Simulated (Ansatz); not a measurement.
Relaxation of CH$_{3}$GaO (6 atoms, charge 0, multiplicity 1), to a largest force component of 0.02 eV/Å in at most 50 steps.

Theory: Ansatz 0.2.0, UKS B3LYP/def2-mTZVP.

```xyz
6
Properties=species:S:1:pos:R:3
C 0.085 -0.079 -0.481
O -1.015 -0.299 0.387
Ga 0.508 -0.347 1.032
H -1.934 -0.252 0.021
H 0.714 -0.920 -0.554
H 0.047 1.401 1.078
```

**Question.** Where does it end, and by what steps?

**Answer.** The forces met the threshold. After 19 steps the energy has fallen by 8.307 eV; H6 moved furthest, 1.33 Å. The start is strongly strained (largest force component 17 eV/Å), so its close contacts needn't be bonds. Parted: O2–Ga3, Ga3–H5.

```json
{"step": "0", "energy less start (eV)": "0.0000", "largest force component (eV/Å)": "17.260", "accepted": "yes"}
{"step": "1", "energy less start (eV)": "-3.0059", "largest force component (eV/Å)": "8.413", "accepted": "yes"}
{"step": "2", "energy less start (eV)": "-4.9941", "largest force component (eV/Å)": "2.732", "accepted": "yes"}
{"step": "3", "energy less start (eV)": "-6.1671", "largest force component (eV/Å)": "2.412", "accepted": "yes"}
{"step": "4", "energy less start (eV)": "-6.8075", "largest force component (eV/Å)": "2.178", "accepted": "yes"}
{"step": "5", "energy less start (eV)": "-7.3687", "largest force component (eV/Å)": "1.595", "accepted": "yes"}
{"step": "6", "energy less start (eV)": "-7.7185", "largest force component (eV/Å)": "0.645", "accepted": "yes"}
{"step": "7", "energy less start (eV)": "-7.8388", "largest force component (eV/Å)": "0.945", "accepted": "yes"}
{"step": "8", "energy less start (eV)": "-7.9064", "largest force component (eV/Å)": "1.615", "accepted": "yes"}
{"step": "9", "energy less start (eV)": "-7.9877", "largest force component (eV/Å)": "2.089", "accepted": "yes"}
{"step": "10", "energy less start (eV)": "-8.1205", "largest force component (eV/Å)": "1.342", "accepted": "yes"}
{"step": "11", "energy less start (eV)": "-8.2261", "largest force component (eV/Å)": "1.133", "accepted": "yes"}
{"step": "12", "energy less start (eV)": "-8.2760", "largest force component (eV/Å)": "0.515", "accepted": "yes"}
{"step": "13", "energy less start (eV)": "-8.2859", "largest force component (eV/Å)": "0.525", "accepted": "yes"}
{"step": "14", "energy less start (eV)": "-8.3054", "largest force component (eV/Å)": "0.122", "accepted": "yes"}
{"step": "15", "energy less start (eV)": "-8.3068", "largest force component (eV/Å)": "0.067", "accepted": "yes"}
{"step": "16", "energy less start (eV)": "-8.3020", "largest force component (eV/Å)": "0.275", "accepted": "no"}
{"step": "17", "energy less start (eV)": "-8.3069", "largest force component (eV/Å)": "0.047", "accepted": "yes"}
{"step": "18", "energy less start (eV)": "-8.3053", "largest force component (eV/Å)": "0.097", "accepted": "no"}
{"step": "19", "energy less start (eV)": "-8.3071", "largest force component (eV/Å)": "0.008", "accepted": "yes"}
```

```xyz
6
Properties=species:S:1:pos:R:3
C -0.301 -0.163 -0.105
O -1.606 -0.522 -0.129
Ga 0.676 0.338 1.520
H -1.767 -1.276 -0.717
H 0.298 -0.735 -0.827
H 1.106 1.863 1.741
```

Time of the run: 88 s on 2 threads of Arm Neoverse V1, with other jobs on the host, peak memory 0.25 GiB.
